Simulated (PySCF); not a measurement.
Telling isomers of C₇H₉Cl apart by NMR

[PySCF: σ from GIAO-PBE0/pcSseg-1; structure optimised with GFN2-xTB; in vacuum; non-relativistic Hamiltonian; one computed conformer; one averaged value for each set of equivalent atoms]

Shifts are taken against calculated references (same method and geometry level): TMS for 1H (31.72 ppm), 13C (186.93 ppm). Where no couplings were computed, multiplicities follow the n + 1 count of equivalent neighbours, and m marks all less simple cases (inequivalent or close neighbours, rings, F or P nearby). Shifts are as computed. Against solution values, carbons near 30 ppm lie about +3 ppm off and those near 130 ppm about +5 ppm; carbons on Cl a further +6 ppm. Of 1309 compounds with measured shifts, 239 miss one by over three times the rms of a fit or turn the order of signals round; such compounds aren't used in these exercises. Carbons bonded to Cl come out too deshielded.

(1) Tabulate the signals of `Cl[C@]12C[C@@H]3[C@H](C1)[C@@H]3C2`, `CC1=CCC=C[C@H]1Cl` and their relative energies.

(2) What is the quickest way to tell Cl[C@]12C[C@@H]3[C@H](C1)[C@@H]3C2 from CC1=CCC=C[C@H]1Cl?

Results:

(1) 
```tsv
SMILES	carbon types	δC	δH	E rel. (kcal/mol)
Cl[C@]12C[C@@H]3[C@H](C1)[C@@H]3C2	1×C 3×CH 3×CH2	66.1, 44.7, 15.4	1.65 (m, 6H), 1.17 (m, 3H)	0.0
CC1=CCC=C[C@H]1Cl	1×C 4×CH 1×CH2 1×CH3	141.5, 139.2, 134.1, 134.0, 61.2, 32.7, 24.4	6.37 (m, 1H), 6.36 (m, 1H), 6.08 (m, 1H), 4.87 (m, 1H), 3.06 (m, 1H), 2.81 (m, 1H), 2.07 (s, 3H)	7.2
```

Energies are electronic energies at PBE0/pcSseg-1 on these geometries, without zero-point or thermal terms, each for the one conformer computed, which needn't be the lowest.

(2) Count the carbon signals: 3 against 7. The first has a fully substituted sp3 carbon bonded to Cl (C) at 66.1 ppm, the second a fully substituted alkene carbon (C) at 141.5 ppm. In the proton spectra the most deshielded non-exchanging signals are 1.65 (m, 6H) and 6.37 (m, 1H).
